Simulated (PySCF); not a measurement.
**Molecular orbitals of CoI**

LC-ωPBE at R = 2.450 Å; basis Co def2-TZVPP, I def2-TZVPP with ECP28; scalar-relativistic core potentials; PySCF 2.14. State: ³Δ (triplet), unpaired electrons σ ↑, δ ↑. Only the outer orbitals are listed, counted within each symmetry, core potentials removing the inner ones.

```tsv
spin	orbital	occ.	ε (eV)	on Co (%)	main shells (%)
α	10σ	1	-11.97	78	78 Co d, 20 I p
α	2δ	1	-11.64	100	100 Co d
α	5π	1	-10.94	83	83 Co d, 17 I p
α	5π	1	-10.94	83	83 Co d, 17 I p
α	2δ	1	-10.52	100	100 Co d
α	11σ	1	-9.97	42	57 I p, 21 Co s, 18 Co d
α	6π	1	-8.93	20	80 I p, 17 Co d
α	6π	1	-8.93	20	80 I p, 17 Co d
α	12σ	0	-0.81	93	75 Co s, 16 Co p
α	7π	0	2.32	93	91 Co p
α	7π	0	2.32	93	91 Co p
β	10σ	1	-10.60	17	81 I p, 10 Co s
β	5π	1	-10.24	59	59 Co d, 40 I p
β	5π	1	-10.24	59	59 Co d, 40 I p
β	2δ	1	-9.49	100	100 Co d
β	6π	1	-8.61	42	58 I p, 40 Co d
β	6π	1	-8.61	42	58 I p, 40 Co d
β	11σ	0	-0.66	99	86 Co s, 12 Co p
β	12σ	0	1.54	95	84 Co d, 10 Co p
β	2δ	0	1.81	100	100 Co d
```

Q: Which are the highest filled and the lowest empty level, where do they sit, and how wide is the gap?

A: Highest filled β 6π at -8.61 eV (in %: 58 I p, 40 Co d); lowest empty α 12σ at -0.81 eV (in %: 75 Co s, 16 Co p); the gap at LC-ωPBE is 7.80 eV.

```
bond order (Mayer)                              : 0.98
⟨S²⟩                                            : 2.007
charge on Co (Mulliken, basis-dependent)        : 0.43
charge on Co (Löwdin, basis-dependent)          : -0.01
dipole moment (positive dipole means Co(−)I(+)) : -5.78 D
```

Spin–orbit coupling is left out. With d or f electrons several states lie close, and the lowest PBE0 determinant need not be the measured ground state.
